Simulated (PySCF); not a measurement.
C4H7NSi, SMILES C1=C[SiH2]C=NC1. The structure is a stationary point at PBE0-D3(BJ)/def2-SVP. The structure was generated by enumeration, and PubChem lists no compound with its InChIKey, so it may never have been made. One conformer was computed; it need not be the lowest.

Computed equilibrium geometry at PBE0-D3(BJ)/def2-SVP (PySCF confirms it by a frequency run) as a Z-matrix, and its point group (one conformer of several):
point group Cs.
```
C
C 1 1.3423
H 2 1.0955 1 118.22
H 1 1.0996 2 119.21 3 0.00
C 1 1.4996 4 112.76 2 180.00
H 5 1.1074 1 108.18 4 55.25
H 5 1.1074 6 102.63 1 114.22
N 5 1.4377 6 106.51 7 111.72
C 8 1.2734 5 123.08 6 125.50
H 9 1.1058 8 114.86 5 180.00
Si 2 1.8548 3 123.28 1 180.00
H 11 1.4971 2 113.44 3 -61.18
H 11 1.4971 12 107.00 9 120.65
```
